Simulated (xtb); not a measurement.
H6O7Si2, charge -1, doublet, geometry from GFN2-xTB (a state made from the parent by changing its charge; the spin is typed, not shown lowest); GFN1-xTB (xtb).

Here is a job for xtb.
```
$ xtb mol.xyz --gfn 1 --chrg -1 --uhf 1 --ohess --json

# file mol.xyz
15

O      2.75559159     0.36519447     0.51794556
Si     1.26227498    -0.26258857     0.26144375
O      1.44514387    -1.60995694    -0.66316179
O      0.66798058    -0.61110425     1.74775740
O      0.30807010     0.77606306    -0.49096748
Si    -1.36067091     0.43686283    -0.65821033
O     -1.79411410     2.13196036    -0.50947530
O     -1.19485495    -1.30943573    -1.01846952
O     -1.89794818     0.01764981     0.92345541
H      3.37339596     0.08807722    -0.14903076
H      0.57187403    -1.75915530    -1.07362047
H     -0.29361179    -0.46460354     1.70940774
H     -1.07841442     2.66063400    -0.14967129
H     -1.30420585    -1.83958334    -0.22517351
H     -2.21044649     0.79182549     1.38614574
```

Q: What does xtb print? Leave out banner, timings and long lists.

A: 
```
   ID    Z sym.   atoms
    1    8 O      1, 3-5, 7-9
    2   14 Si     2, 6
    3    1 H      10-15

           -------------------------------------------------
          |                Calculation Setup                |
           -------------------------------------------------

molecular fragmentation (1/2 indicates fragments):
111111112111112
# atoms in fragment 1/2:    13     2
 fragment masses (1/2) :      157.21       17.01
CMA distance (Bohr)    :   4.500
constraining FC (au)   :  0.0500

           -------------------------------------------------
          |                 G F N 1 - x T B                 |
           -------------------------------------------------

          ...................................................
          :                      SETUP                      :
          :.................................................:
          :  # basis functions                  60          :
          :  # atomic orbitals                  58          :
          :  # shells                           32          :
          :  # electrons                        57          :
          :  # halogen bonds                     0          :
          :  max. iterations                   250          :
          :  Hamiltonian                  GFN1-xTB          :
          :  restarted?                      false          :
          :  GBSA solvation                  false          :
          :  PC potential                    false          :
          :  electronic temp.          300.0000000     K    :
          :  accuracy                    1.0000000          :
          :  -> integral cutoff          0.2500000E+02      :
          :  -> integral neglect         0.1000000E-07      :
          :  -> SCF convergence          0.1000000E-05 Eh   :
          :  -> wf. convergence          0.2000000E-04 e    :
          :  Broyden damping             0.4000000          :
          :  net charge                         -1          :
          :  unpaired electrons                  1          :
          ...................................................

 iter      E             dE          RMSdq      gap      omega  full diag
   1    -40.6319781 -0.406320E+02  0.776E+00    4.73       0.0  T
   2    -40.6507699 -0.187918E-01  0.453E+00    3.76       1.0  T
   3    -40.6439681  0.680176E-02  0.698E-01    3.72       1.0  T
   4    -40.6535667 -0.959854E-02  0.194E-01    3.36       1.0  T
   5    -40.6537499 -0.183196E-03  0.613E-02    3.51       1.0  T
   6    -40.6538297 -0.798264E-04  0.278E-02    3.51       1.0  T
   7    -40.6538475 -0.178081E-04  0.647E-03    3.51       4.0  T
   8    -40.6538476 -0.120042E-06  0.145E-03    3.51      17.8  T
   9    -40.6538477 -0.159160E-07  0.221E-04    3.51     116.8  T
  10    -40.6538477 -0.847564E-09  0.458E-05    3.51     564.0  T
  11    -40.6538477 -0.178844E-10  0.672E-06    3.51    3843.5  T

   *** convergence criteria satisfied after 11 iterations ***

         :::::::::::::::::::::::::::::::::::::::::::::::::::::
         ::                     SUMMARY                     ::
         :::::::::::::::::::::::::::::::::::::::::::::::::::::
         :: total energy             -40.455984052235 Eh    ::
         :: gradient norm              0.058607748029 Eh/a0 ::
         :: HOMO-LUMO gap              3.508678300500 eV    ::
         ::.................................................::
         :: SCC energy               -40.653847656591 Eh    ::
         :: -> electrostatic           0.431089733503 Eh    ::
         :: repulsion energy           0.204592330619 Eh    ::
         :: dispersion energy         -0.006728726264 Eh    ::
         :: halogen bond corr.         0.000000000000 Eh    ::
         :: add. restraining           0.000000000000 Eh    ::
         :: total charge              -1.000000000000 e     ::
         :::::::::::::::::::::::::::::::::::::::::::::::::::::

      -----------------------------------------------------------
[...]
 * total energy  :   -40.4882903 Eh     change       -0.5044788E-04 Eh
 * total energy  :   -40.4882858 Eh     change        0.4570853E-05 Eh
 * total energy  :   -40.4883825 Eh     change       -0.9674337E-04 Eh
 * total energy  :   -40.4884057 Eh     change       -0.2322285E-04 Eh
 * total energy  :   -40.4884305 Eh     change       -0.2475480E-04 Eh
 * total energy  :   -40.4884469 Eh     change       -0.1638965E-04 Eh
 * total energy  :   -40.4884688 Eh     change       -0.2188322E-04 Eh
 * total energy  :   -40.4884752 Eh     change       -0.6434804E-05 Eh
 * total energy  :   -40.4884869 Eh     change       -0.1174217E-04 Eh
 * total energy  :   -40.4884938 Eh     change       -0.6867363E-05 Eh
 * total energy  :   -40.4885134 Eh     change       -0.1963235E-04 Eh
 * total energy  :   -40.4885180 Eh     change       -0.4553610E-05 Eh
   *** GEOMETRY OPTIMIZATION CONVERGED AFTER 48 ITERATIONS ***
         :: total energy             -40.488517984958 Eh    ::
[...]

          ...................................................
          :                      SETUP                      :
          :.................................................:
          :  # frequencies                          39      :
          :  # imaginary freq.                       0      :
          :  linear?                             false      :
          :  only rotor calc.                    false      :
          :  symmetry                               c1      :
          :  rotational number                       1      :
          :  scaling factor                  1.0000000      :
          :  rotor cutoff                   50.0000000 cm⁻¹ :
          :  imag. cutoff                  -20.0000000 cm⁻¹ :
          :.................................................:

    mode    ω/cm⁻¹     T·S(HO)/kcal·mol⁻¹    T·S(FR)/kcal·mol⁻¹   T·S(vib)
   ------------------------------------------------------------------------
       1      6.18    -2.67405 (  0.02%)    -1.67482 ( 99.98%)    -1.67505
       2     58.56    -1.34316 ( 65.30%)    -1.00957 ( 34.70%)    -1.22742
       3     69.36    -1.24373 ( 78.74%)    -0.95949 ( 21.26%)    -1.18328
       4    104.20    -1.00602 ( 94.97%)    -0.83895 (  5.03%)    -0.99761
       5    137.60    -0.84584 ( 98.29%)    -0.75659 (  1.71%)    -0.84431
       6    164.09    -0.74601 ( 99.15%)    -0.70445 (  0.85%)    -0.74565
       7    188.78    -0.66779 ( 99.51%)    -0.66293 (  0.49%)    -0.66776
       8    219.40    -0.58558 ( 99.73%)    -0.61841 (  0.27%)    -0.58566
       9    228.95    -0.56265 ( 99.77%)    -0.60579 (  0.23%)    -0.56275
      10    248.05    -0.52010 ( 99.84%)    -0.58206 (  0.16%)    -0.52020
      11    262.19    -0.49109 ( 99.87%)    -0.56563 (  0.13%)    -0.49119
   ------------------------------------------------------------------------

   temp. (K)  partition function   enthalpy   heat capacity  entropy
                                   cal/mol     cal/K/mol   cal/K/mol   J/K/mol
 298.15  VIB  0.503E+06             7802.592     45.754     48.287
         ROT  0.999E+06              888.752      2.981     30.433
         INT  0.503E+12             8691.344     48.735     78.721
         TR   0.222E+28             1481.254      4.968     41.354
         TOT                       10172.5980    53.7030   120.0746   502.3923

       T/K    H(0)-H(T)+PV         H(T)/Eh          T*S/Eh         G(T)/Eh
   ------------------------------------------------------------------------
    298.15    0.162111E-01    0.980150E-01    0.570513E-01    0.409636E-01
   ------------------------------------------------------------------------

         :::::::::::::::::::::::::::::::::::::::::::::::::::::
         ::                  THERMODYNAMIC                  ::
         :::::::::::::::::::::::::::::::::::::::::::::::::::::
         :: total free energy         -40.447554372322 Eh   ::
         ::.................................................::
         :: total energy              -40.488517984958 Eh   ::
         :: zero point energy           0.081803886161 Eh   ::
         :: G(RRHO) w/o ZPVE           -0.040840273526 Eh   ::
         :: G(RRHO) contrib.            0.040963612636 Eh   ::
         :::::::::::::::::::::::::::::::::::::::::::::::::::::
imag cut-off (cm-1) :    5.00
 found            1  significant imaginary frequency
 writing imag mode distorted coords to xtbhess.xyz
 for further optimization.

optimized geometry written to: xtbopt.xyz

           -------------------------------------------------
          | TOTAL ENERGY              -40.488517984958 Eh   |
          | TOTAL ENTHALPY            -40.390503031986 Eh   |
          | TOTAL FREE ENERGY         -40.447554372322 Eh   |
          | GRADIENT NORM               0.000754141588 Eh/α |
          | HOMO-LUMO GAP               2.563131041489 eV   |
           -------------------------------------------------

normal termination of xtb
```
